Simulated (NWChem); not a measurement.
System: CF₂, singlet; SMILES F[C]F

Excerpt of the output:

```
             Northwest Computational Chemistry Package (NWChem) 7.3.0
             --------------------------------------------------------

                             Geometry "geometry" -> ""
                             -------------------------

 Output coordinates in angstroms (scale by  1.889725989 to convert to a.u.)

  No.       Tag          Charge          X              Y              Z
 ---- ---------------- ---------- -------------- -------------- --------------
    1 F                    9.0000     1.02637000     0.00000000    -0.19817000
    2 C                    6.0000     0.00000000     0.00000000     0.59319700
    3 F                    9.0000    -1.02637000     0.00000000    -0.19817000

 Effective nuclear repulsion energy (a.u.)      64.9780848303

                                 NWChem DFT Module
                                 -----------------

 Summary of "ao basis" -> "ao basis" (spherical)
 ------------------------------------------------------------------------------
       Tag                 Description            Shells   Functions and Types
 ---------------- ------------------------------  ------  ---------------------
 F                         def2-tzvp                11       31   5s3p2d1f
 C                         def2-tzvp                11       31   5s3p2d1f

            General Information
            -------------------
          SCF calculation type: DFT
          Wavefunction type:  closed shell.
          No. of atoms     :     3
          No. of electrons :    24
           Alpha electrons :    12
            Beta electrons :    12
          Charge           :     0
          Spin multiplicity:     1
          Use of symmetry is: off; symmetry adaption is: off
          Maximum number of iterations: 150
          AO basis - number of functions:    93
                     number of shells:    33
          Convergence on energy requested:  1.00D-06
          Convergence on density requested:  1.00D-05
          Convergence on gradient requested:  5.00D-04

              XC Information
              --------------
                         PBE0 Method XC Functional
                     Hartree-Fock (Exact) Exchange  0.250
          PerdewBurkeErnzerhof Exchange Functional  0.750
            Perdew 1991 LDA Correlation Functional  1.000 local
           PerdewBurkeErnz. Correlation Functional  1.000 non-local

             Grid Information
             ----------------
          Grid used for XC integration:  medium
          Radial quadrature: Mura-Knowles
          Angular quadrature: Lebedev.
          Tag              B.-S. Rad. Rad. Pts. Rad. Cut. Ang. Pts.
          ---              ---------- --------- --------- ---------
          F                   0.50       49           7.0       434
          C                   0.70       49           6.0       434
          Grid pruning is: on
          Number of quadrature shells:   147
          Spatial weights used:  Erf1

      Superposition of Atomic Density Guess
      -------------------------------------

 Sum of atomic energies:        -236.50748494

      Non-variational initial energy
      ------------------------------

 Total energy =    -237.080678
 1-e energy   =    -457.950144
 2-e energy   =     155.891382
 HOMO         =      -0.294412
 LUMO         =       0.002866

   convergence    iter        energy       DeltaE   RMS-Dens  Diis-err
 ---------------- ----- ----------------- --------- --------- ---------
 d= 0,ls=0.0,diis     1   -237.4795345143 -3.02D+02  9.22D-03  9.55D-01
 d= 0,ls=0.0,diis     2   -237.4104431421  6.91D-02  5.02D-03  1.92D+00
 d= 0,ls=0.0,diis     3   -237.5665045436 -1.56D-01  9.36D-04  4.15D-02
 d= 0,ls=0.0,diis     4   -237.5690033891 -2.50D-03  2.95D-04  3.04D-03
 d= 0,ls=0.0,diis     5   -237.5692293976 -2.26D-04  2.60D-05  5.16D-06
 d= 0,ls=0.0,diis     6   -237.5692300151 -6.17D-07  5.29D-06  4.00D-07

         Total DFT energy =     -237.569230015055
      One electron energy =     -457.728282920946
           Coulomb energy =      181.195791259125
    Exchange-Corr. energy =      -26.014823183493
 Nuclear repulsion energy =       64.978084830259

 Numeric. integr. density =       23.999999641094

                       DFT Final Molecular Orbital Analysis
                       ------------------------------------

 Vector   10  Occ=2.000000D+00  E=-5.052022D-01
              MO Center=  2.4D-08, -1.6D-09, -1.8D-01, r^2= 1.5D+00
   Bfn.  Coefficient  Atom+Function         Bfn.  Coefficient  Atom+Function
  ----- ------------  ---------------      ----- ------------  ---------------
     7      0.363900  1 F  py                69     -0.363900  3 F  py
    10      0.301640  1 F  py                72     -0.301640  3 F  py
    13      0.180465  1 F  py                75     -0.180465  3 F  py
    51      0.036106  2 C  d -2

 Vector   11  Occ=2.000000D+00  E=-4.781889D-01
              MO Center=  4.0D-08,  3.9D-10, -1.6D-01, r^2= 1.5D+00
   Bfn.  Coefficient  Atom+Function         Bfn.  Coefficient  Atom+Function
  ----- ------------  ---------------      ----- ------------  ---------------
     6      0.308046  1 F  px                68      0.308046  3 F  px
     9      0.256823  1 F  px                71      0.256823  3 F  px
     8      0.216947  1 F  pz                70     -0.216947  3 F  pz
    11      0.179471  1 F  pz                73     -0.179471  3 F  pz
    12      0.153729  1 F  px                74      0.153729  3 F  px

 Vector   12  Occ=2.000000D+00  E=-3.224616D-01
              MO Center=  6.2D-09,  2.7D-09,  7.6D-01, r^2= 1.3D+00
   Bfn.  Coefficient  Atom+Function         Bfn.  Coefficient  Atom+Function
  ----- ------------  ---------------      ----- ------------  ---------------
    35      0.449276  2 C  s                 36      0.338818  2 C  s
    39      0.304835  2 C  pz                34      0.230385  2 C  s
    42      0.214829  2 C  pz                 8     -0.200874  1 F  pz
    70     -0.200874  3 F  pz                11     -0.168201  1 F  pz
    73     -0.168201  3 F  pz                33     -0.143337  2 C  s

 Vector   13  Occ=0.000000D+00  E=-8.247176D-02
              MO Center= -7.9D-10,  5.6D-09,  5.0D-01, r^2= 1.3D+00
   Bfn.  Coefficient  Atom+Function         Bfn.  Coefficient  Atom+Function
  ----- ------------  ---------------      ----- ------------  ---------------
    41      0.465346  2 C  py                38      0.445604  2 C  py
    44      0.375402  2 C  py                13     -0.204590  1 F  py
    75     -0.204590  3 F  py                 7     -0.202166  1 F  py
    69     -0.202166  3 F  py                10     -0.163007  1 F  py
    72     -0.163007  3 F  py

 Vector   14  Occ=0.000000D+00  E= 1.201599D-01
              MO Center=  2.2D-06, -2.7D-07, -2.4D-01, r^2= 3.8D+00
   Bfn.  Coefficient  Atom+Function         Bfn.  Coefficient  Atom+Function
  ----- ------------  ---------------      ----- ------------  ---------------
    36      2.136330  2 C  s                  5     -1.262228  1 F  s
    67     -1.262225  3 F  s                 45     -1.196007  2 C  pz
    42     -0.482007  2 C  pz                12      0.432402  1 F  px
    74     -0.432401  3 F  px                39     -0.169432  2 C  pz
     3     -0.141228  1 F  s                 65     -0.141228  3 F  s

 Vector   15  Occ=0.000000D+00  E= 1.223084D-01
              MO Center= -2.1D-06, -2.6D-08,  8.0D-01, r^2= 3.7D+00
   Bfn.  Coefficient  Atom+Function         Bfn.  Coefficient  Atom+Function
  ----- ------------  ---------------      ----- ------------  ---------------
    43      1.379257  2 C  px                 5     -0.916559  1 F  s
    67      0.916563  3 F  s                 40      0.512572  2 C  px
    14     -0.340476  1 F  pz                76      0.340477  3 F  pz
    37      0.234799  2 C  px                12      0.172898  1 F  px
    74      0.172899  3 F  px                54      0.141604  2 C  d  1

     Multipole analysis of the density
     ---------------------------------

     L   x y z        total         alpha         beta         nuclear
     -   - - -        -----         -----         ----         -------
     0   0 0 0     -0.000000    -12.000000    -12.000000     24.000000

     1   1 0 0     -0.000000     -0.000000     -0.000000      0.000000
     1   0 1 0      0.000000      0.000000      0.000000      0.000000
     1   0 0 1     -0.270238     -0.127675     -0.127675     -0.014887

     2   2 0 0    -11.724951    -39.719445    -39.719445     67.713939
     2   1 1 0     -0.000000     -0.000000     -0.000000      0.000000
     2   1 0 1      0.000000      0.000000      0.000000      0.000000
     2   0 2 0    -10.682601     -5.341300     -5.341300      0.000000
     2   0 1 1     -0.000000     -0.000000     -0.000000      0.000000
     2   0 0 2    -12.809144    -11.436523    -11.436523     10.063903

            General Information
            -------------------
          SCF calculation type: DFT
          Wavefunction type:  closed shell.
          No. of atoms     :     3
          No. of electrons :    24
           Alpha electrons :    12
            Beta electrons :    12
          Charge           :     0
          Spin multiplicity:     1
          Use of symmetry is: off; symmetry adaption is: off
          Maximum number of iterations: 150
          AO basis - number of functions:    93
                     number of shells:    33
          Convergence on energy requested:  1.00D-06
          Convergence on density requested:  1.00D-05
          Convergence on gradient requested:  5.00D-04

              XC Information
              --------------
                         PBE0 Method XC Functional
                     Hartree-Fock (Exact) Exchange  0.250
          PerdewBurkeErnzerhof Exchange Functional  0.750
            Perdew 1991 LDA Correlation Functional  1.000 local
           PerdewBurkeErnz. Correlation Functional  1.000 non-local

             Grid Information
             ----------------
          Grid used for XC integration:  medium
          Radial quadrature: Mura-Knowles
          Angular quadrature: Lebedev.
          Tag              B.-S. Rad. Rad. Pts. Rad. Cut. Ang. Pts.
          ---              ---------- --------- --------- ---------
          F                   0.50       49           7.0       434
          C                   0.70       49           6.0       434
          Grid pruning is: on
          Number of quadrature shells:   147
          Spatial weights used:  Erf1

          Convergence Information
          -----------------------
          Convergence aids based upon iterative change in
          total energy or number of iterations.
          Levelshifting, if invoked, occurs when the
          HOMO/LUMO gap drops below (HL_TOL):  1.00D-02
          DIIS, if invoked, will attempt to extrapolate
          using up to (NFOCK): 10 stored Fock matrices.

                    Damping( 0%)  Levelshifting(0.5)       DIIS
                  --------------- ------------------- ---------------
          dE  on:    start            ASAP                start
          dE off:    2 iters        150 iters           150 iters

                            NWChem DFT Gradient Module
                            --------------------------

  charge          =   0.00
  wavefunction    = closed shell

                         DFT ENERGY GRADIENTS

    atom               coordinates                        gradient
                 x          y          z           x          y          z
   1 F       1.939558   0.000000  -0.374487    0.000001   0.000000  -0.000026
   2 C       0.000000   0.000000   1.120980    0.000000   0.000000   0.000051
   3 F      -1.939558   0.000000  -0.374487   -0.000001  -0.000000  -0.000026
```

Level: PBE0/def2-TZVP. Low-valent species are run as closed-shell singlets; no triplet was tried in these runs. Structure relaxed at the PBE0-D3(BJ)/def2-TZVP level.

Problem. Write an input that gives this output.

Solution. One answer among several that fit: the input that was run:
```
start job
memory heap 200 mb stack 900 mb global 1100 mb
geometry units angstroms noautosym nocenter noautoz
  F      1.026370     0.000000    -0.198170
  C      0.000000     0.000000     0.593197
  F     -1.026370     0.000000    -0.198170
end
basis spherical
  F library def2-tzvp
  C library def2-tzvp
end
dft
  xc pbe0
  iterations 150
end
task dft gradient
```
